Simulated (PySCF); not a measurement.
**TDDFT excited states: CH3I3Si**

SiMeI3, CH3I3Si.
InChI=1S/CH3I3Si/c1-5(2,3)4/h1H3

Theory: PySCF, TDDFT CAM-B3LYP/def2-SVPD, vertical, gas phase, core orbitals frozen in the response, def2 core potentials past Kr. Isolated species at its PBE0-D3(BJ)/def2-SVP geometry, gas phase. Spin–orbit coupling is left out.

```csv
state,E (eV),E (kJ/mol),λ (nm),f,"main configurations (H = HOMO, L = LUMO)"
S1,4.53,437,273.6,0.0000,H→L (94%)
S2,4.86,469,255.3,0.034,H-2/H-1→L (≥88%)
S3,4.86,469,255.3,0.034,H-2/H-1→L (≥88%)
S4,5.15,496,241.0,0.010,H-3→L (90%)
S5,5.29,510,234.5,0.020,H-4→L (80%)
S6,5.29,510,234.4,0.021,H-5→L (80%)
S7,6.26,604,198.1,0.0078,H→L+1/L+2 (≥76%)
S8,6.26,604,198.0,0.0079,H→L+1/L+2 (≥76%)
S9,6.44,622,192.4,0.0000,H-2/H-1→L+1/L+2 (≥74%)
```

Triplets, Tamm–Dancoff:

| state | E (eV) | λ (nm) | main configurations (H = HOMO, L = LUMO) |
| --- | --- | --- | --- |
| T1 | 4.17 | 297.5 | H→L (90%) |
| T2 | 4.37 | 283.5 | H-2/H-1→L (≥88%) |
| T3 | 4.37 | 283.5 | H-2/H-1→L (≥88%) |

The lowest singlet lies at 4.53 eV (274 nm, ultraviolet) and is dark (f under 0.0005); its leading configuration is HOMO→LUMO (94%). The strongest level in the table is S2/S3 at 4.86 eV (255 nm, f = 0.069 summed). S2/S3, S5/S6 and S7/S8 lie within about 0.01 eV of each other in each set. Löwdin shares by element: HOMO iodine 100%; LUMO iodine 72%, silicon 23%. Of the 9 states listed, 5 reach f = 0.01 and 2 stay under 0.0005. Weighted by f, the mean energy of these states is 5.17 eV. Orbitals of the list HOMO-3 to LUMO+2 that lie within 0.01 eV of each other are written together with a slash and their weights summed (≥ marks a lower bound); for degenerate orbitals outside that list single weights are arbitrary. Only the lowest 10 singlets were computed, as vertical energies without vibronic structure. The highest level found (6.50 eV, f 0.0097 so far) is left out, since the window may have cut off a degenerate partner.
